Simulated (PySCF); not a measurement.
```xyz
3
charge 1 multiplicity 5, angstrom
Rh   -0.2043    0.0000   -0.6158
O     0.2562    0.0000    1.5405
O     1.0511    0.0000    2.4304
```

These are results of PySCF, UPBE0, basis Rh def2-TZVP with ECP28, O def2-TZVP (scalar-relativistic core potentials, no spin–orbit coupling, density fitting), not measurements.

This geometry of [RhO2]+ is a stationary point at this level.

Problem. What is the point group?

Solution. Cs.

Problem. Is it a minimum?

Solution. Yes: all harmonic wavenumbers are real.

Problem. List the harmonic modes with their infrared intensities.

Solution. 
| symmetry | ω (cm⁻¹) | IR (km/mol) |
| --- | --- | --- |
| a' | 108 | 1.9 |
| a' | 188 | 0.3 |
| a' | 1683 | 4.2 |

Problem. What are the dipole moment and the gap between the highest occupied and lowest empty levels of either spin?

Solution. 1.59 D about the centre of mass and 4.53 eV.

Problem. Give the atomic charges and bond orders.

Solution. 
```tsv
atom	Mulliken	Löwdin	polar tensor	spin (Mulliken)	Mayer order to Rh1
Rh1	0.94	0.77	0.90	2.04	–
O2	-0.06	0.06	0.00	0.84	0.20
O3	0.12	0.17	0.10	1.12	0.07
```
Other Mayer orders above 0.3: O–O 1.78.

Only a few start shapes were tried, so a lower isomer may exist. Other spin states or occupations of the open shell can lie lower.
